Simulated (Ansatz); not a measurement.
H3O, charge +1, singlet, at a GFN2-xTB geometry; PBE/cc-pVTZ (Ansatz, a quantum-chemistry and plane-wave program).

Ansatz was given this input:
Ansatz 0.2 input:
```yaml
crystal:
  periodic: [false, false, false]
  atoms:
    - {symbol: O, position_ang: [-0.00167239, -0.00130373, 0.07756824]}
    - {symbol: H, position_ang: [-0.56475946, -0.74616725, -0.23172079]}
    - {symbol: H, position_ang: [-0.36026076, 0.87153693, -0.20012221]}
    - {symbol: H, position_ang: [0.93839937, -0.11493987, -0.18870292]}
basis:
  gaussian:
    orbitals: cc-pVTZ
hamiltonian:
  xc: pbe
total_charge: 1
```

The log (banner, timings and long lists left out):

```
Functional definition: PBE
347 factors; their error is unknown
mean field evaluation 1: about -2068.1561 eV, gradient 1.1e2 eV
mean field evaluation 2: about -2036.5572 eV, gradient 1.6e2 eV
mean field evaluation 4: about -2085.7947 eV, gradient 8.8e-1 eV
mean field evaluation 8: about -2085.7889 eV, gradient 1.8e-2 eV
mean field -2085.78894291 eV, -76.6513298535 hartree, gradient 5.8e-5 eV, S^2 0.000000; 0 other end points of the search recorded, 0 dependent functions left out
reference -2085.78895935 eV, -76.6513304576 hartree; 5, 5 occupied and 67, 67 virtual orbitals, 347 factors
Total energy: -2085.78895935 eV, -76.6513304576 hartree
```
